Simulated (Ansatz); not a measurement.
# From Si(OH)3F to SiCl3F: predicting a member

On one Si centre that keeps F, n of the OH ligands are replaced by Cl. The atomisation energy (no zero-point term) y in kJ/mol at CCSD(T)/CBS estimate. Shapes, held fixed at every level: PBE0-D4/def2-TZVP. Flexible molecules stand in one conformer, not always the lowest. Programs: Ansatz 0.2.0.

| molecule | n | y (kJ/mol) |
| --- | --- | --- |
| Si(OH)3F | 0 | 3447 |
| Si(OH)2ClF | 1 | 2904 |
| Si(OH)Cl2F | 2 | ? |
| SiCl3F | 3 | 1813 |

Fit y = c + s·n to the known rows and predict Si(OH)Cl2F.


1. Means of the 3 rows: n = 1.33333, y = 2721.3.
2. Σ(Δn)² = 4.6667, Σ(Δn·Δy) = -2542.3, so the slope is -2542.3/4.6667 = -544.77.
3. Intercept: 2721.3 − (-544.77) × 1.33333 = 3447.7. The largest residual of the fit is 1.1.
4. Si(OH)Cl2F: 3447.7 + (-544.77) × 2 = 2358 kJ/mol.

The run gave 2358 kJ/mol, so the prediction is off by 0 kJ/mol: they agree to the digits shown. The steps are nearly additive. The slope is the difference between a Si–Cl and a Si–OH bond with the ligands’ own bonds. Other levels give for Si(OH)Cl2F: wB97M-V/def2-TZVPP 2356; wB97X-V/def2-TZVPP 2348; CCSD(T)/def2-TZVPP 2270 kJ/mol. Spin-orbit coupling of the free atoms (OH 0, Cl 4 kJ/mol each; the atoms kept shift only the intercept) is left out. The CBS estimate extrapolates MP2 from def2-TZVPP and def2-QZVPP and adds CCSD(T) − MP2 in the triple-zeta set, cores frozen.
